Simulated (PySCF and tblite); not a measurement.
Results of a calculation; reference values are marked as such.
2‐ethylphenol, C₈H₁₀O, numbered as in [CH3:1][CH2:2][c:3]1[cH:4][cH:5][cH:6][cH:7][c:8]1[OH:9]. Search: ETKDG and KDG, MMFF94s, GFN2-xTB, 90 starts; geometries at PBE0-D3(BJ)/def2-SVP. Weights use CAM-B3LYP-D3(BJ)/def2-SVPD (IEF-PCM, chloroform) energies plus GFN2-xTB zero-point and thermal terms (modes under about 100 cm⁻¹ blended into free rotors). Symmetry numbers and mirror images are counted. Conformers within 3 kcal/mol (GFN2-xTB free energy) were kept, 8 at most. GIAO shieldings: wB97X-D/pcSseg-1 (IEF-PCM, chloroform). Shifts are against TMS (¹H), TMS (¹³C) at the same level. Codes: tblite and PySCF.

Torsions listed: C1–C2–C3–C4, C3–C8–O9–H9. Of a mirror pair one member is shown.

```json
{"conformer": "1", "shape": "101°, -179°", "point group": "C1", "mirror pair": "yes", "ΔE(DFT)": "0.00", "Δ(G−E) at 298.15 K": "0.00", "δ C1 (ppm)": "17.3"}
{"conformer": "2", "shape": "1°, 180°", "point group": "Cs", "mirror pair": "no", "ΔE(DFT)": "0.19", "Δ(G−E) at 298.15 K": "0.07", "δ C1 (ppm)": "12.0"}
{"conformer": "3", "shape": "-100°, 5°", "point group": "C1", "mirror pair": "yes", "ΔE(DFT)": "0.73", "Δ(G−E) at 298.15 K": "0.10", "δ C1 (ppm)": "17.3"}
{"conformer": "4", "shape": "2°, -1°", "point group": "Cs", "mirror pair": "no", "ΔE(DFT)": "0.79", "Δ(G−E) at 298.15 K": "0.19", "δ C1 (ppm)": "12.0"}
```

Energies in kcal/mol; the thermal term leaves out symmetry numbers and mirror images.

(1) Work out the weights at 298.15 K and the ¹³C shift of C1 under fast exchange.

Results:

(1) RT = 0.592 kcal/mol. Each conformer gets RT ln(σ/g), with σ the rotational symmetry number and g = 2 for a mirror pair: 1: σ = 1, g = 2, G = 0.00 + 0.00 − 0.41 = -0.41, 0.00 above the lowest, exp(−ΔG/RT) = 1.000; 2: σ = 1, g = 1, G = 0.19 + 0.07 + 0.00 = 0.26, 0.67 above the lowest, exp(−ΔG/RT) = 0.325; 3: σ = 1, g = 2, G = 0.73 + 0.10 − 0.41 = 0.42, 0.83 above the lowest, exp(−ΔG/RT) = 0.246; 4: σ = 1, g = 1, G = 0.79 + 0.19 + 0.00 = 0.98, 1.39 above the lowest, exp(−ΔG/RT) = 0.096. The sum is 1.666, so the weights are 60.0, 19.5, 14.7, 5.8 %. The averaged shift is 16.0 ppm. At 298.15 K the leading conformer alone gives 17.3 ppm and bare DFT energies give 15.0 ppm.
